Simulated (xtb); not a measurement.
H3ClSi, charge -1, doublet, at the geometry of the source list (a state made from the parent by changing its charge; the spin is typed, not shown lowest). Base run: GFN2-xTB in xtb 6.7.1.

Input for xtb:
```
$ xtb mol.xyz --gfn 2 --chrg -1 --uhf 1 --json

# file mol.xyz
5

Si    -0.12910000    -0.00570000    -0.00460000
Cl     1.87810000     0.08360000     0.06760000
H     -0.50430000    -0.99840000    -1.00530000
H     -0.63000000     1.31380000    -0.37260000
H     -0.61480000    -0.39330000     1.31500000
```

Each row names what was changed in the base input (with any setting that the change needs).

```tsv
change	ΔE vs base (mEh)	G_solv (kcal/mol)	SCF cycles
base	0.000	-	12
alpb = dmf	-84.826	-54.12	12
gbsa = toluene	-77.875	-48.88	13
acc = 1000	0.526	-	5
alpb = water	-92.391	-58.64	12
etemp = 1000	-0.095	-	12
acc = 0.0001	0.000	-	20
```

ALPB and GBSA are two models with their own fitted parameters for each solvent, which aren't always the measured dielectric constant.
